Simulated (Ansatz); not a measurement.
Stepwise reaction of `O[SiH]([SiH3])[SiH3]` with hydrogen chloride, as a gas-phase model of exchange steps in deposition or etching. ΔE in kJ/mol.

Program: Ansatz. Geometries: PBE0-D4/def2-TZVP. ΔE: electronic, gas phase. CBS: MP2 limit from def2 TZ/QZ plus the TZ coupled-cluster correction, frozen cores. This one scheme is used for every species. DFT in def2-TZVPP. B3LYP here is the variant with VWN-RPA as its local correlation; programs differ in this. Each species was taken in one conformer, which may not be the lowest.

```tsv
step	reaction	PBE-D4	B3LYP-D4	ωB97M-V	CCSD(T)/CBS
1	`O[SiH]([SiH3])[SiH3]` + HCl → `O[SiH]([SiH3])Cl` + SiH₄	-97.4	-112.3	-119.0	-113.0
2	`O[SiH]([SiH3])Cl` + HCl → `O[SiH](Cl)Cl` + SiH₄	-98.2	-110.0	-118.1	-111.6
```

(1) By hand: ΔE of the 2 steps together at CCSD(T)/CBS.

Answers

(1) (-113.0) + (-111.6) = -224.6 kJ/mol, or -112.3 kJ/mol a step.

In ΔE the steps differ by no more than 1.4 kJ/mol. All are downhill at CCSD(T)/CBS. PBE-D4 differs from CCSD(T)/CBS by 13.4 to 15.6 kJ/mol a step. Only this route is followed, and other bonds may react first. Isolated molecules leave out the surface, adducts and barriers. Largest T1 diagnostic: 0.013.
